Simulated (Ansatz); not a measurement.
Input for Ansatz (a first-principles code): R-PBE/def2-TZVPP on GaH4NO2 (SMILES [NH2][Ga]([OH])[OH]), a point of a torsion scan.

Ansatz 0.2 input:
```yaml
crystal:
  periodic: [false, false, false]
  atoms:
    - {symbol: N, position_ang: [1.61029232, 0.10167653, -0.06515977]}
    - {symbol: Ga, position_ang: [-0.20930605, -0.04013462, -0.25799895]}
    - {symbol: O, position_ang: [-1.17688432, 1.39006044, -0.48512005]}
    - {symbol: O, position_ang: [-0.92101995, -1.62878041, -0.15393827]}
    - {symbol: H, position_ang: [2.02277149, -0.66063118, 0.46262146]}
    - {symbol: H, position_ang: [1.91834718, 0.98435028, 0.32986738]}
    - {symbol: H, position_ang: [-1.75956094, 1.58691803, -1.21468542]}
    - {symbol: H, position_ang: [-1.86172114, -1.77904436, -0.23259511]}
basis:
  gaussian:
    orbitals: def2-TZVPP
hamiltonian:
  xc: {name: PBE}
scf: {lower_state_search: off}
```

Predict the final total energy.

-2132.1171 hartree.
